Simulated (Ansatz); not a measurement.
`F[SiH2][NH][AlH2]` and `[AlH2][NH][SiH2][GeH3]` differ in one atom or group.

Ansatz, PBE0-D4/def2-TZVP geometries, multiplicity 1. Each molecule was computed in one conformer, which needn't be the lowest.

Scalar relativity is left out up to krypton.

| property | `F[SiH2][NH][AlH2]` |
| --- | --- |
| LUMO energy (PBE/def2-TZVPP) / eV | -1.91 |
| HOMO energy (B3LYP/def2-TZVPP) / eV | -8.20 |
| HOMO–LUMO gap (B3LYP/def2-TZVPP) / eV | 6.85 |
| HOMO energy (PBE/def2-TZVPP) / eV | -7.12 |
| ideal-gas entropy at 298 K and 1 bar (rigid rotor, harmonic PBE0-D4/def2-TZVP) / J/(mol·K) | 334 |
| LUMO energy (B3LYP/def2-TZVPP) / eV | -1.35 |

Task: Give the same properties after the change, and the shifts. (Estimate.)

Result: The calculation gave: 
| property | `[AlH2][NH][SiH2][GeH3]` | shift |
| --- | --- | --- |
| LUMO energy (PBE/def2-TZVPP) / eV | -1.80 | 0.11 |
| HOMO energy (B3LYP/def2-TZVPP) / eV | -7.13 | 1.07 |
| HOMO–LUMO gap (B3LYP/def2-TZVPP) / eV | 5.89 | -0.96 |
| HOMO energy (PBE/def2-TZVPP) / eV | -6.21 | 0.91 |
| ideal-gas entropy at 298 K and 1 bar (rigid rotor, harmonic PBE0-D4/def2-TZVP) / J/(mol·K) | 390 | 56 |
| LUMO energy (B3LYP/def2-TZVPP) / eV | -1.24 | 0.11 |

With PBE0 the HOMO rises by 1.13 eV and the LUMO rises by 0.11 eV, so the gap narrows by about 1.02 eV. PBE moves the HOMO by 0.91 eV and ωB97M-V by 1.40 eV. The zero-point energy changes by 52.3 kJ/mol with +9 modes. Modes under 60 cm⁻¹, often nearly free rotors, make the harmonic entropy too high.

B3LYP here is the variant with VWN-RPA as its local correlation; programs differ in this.
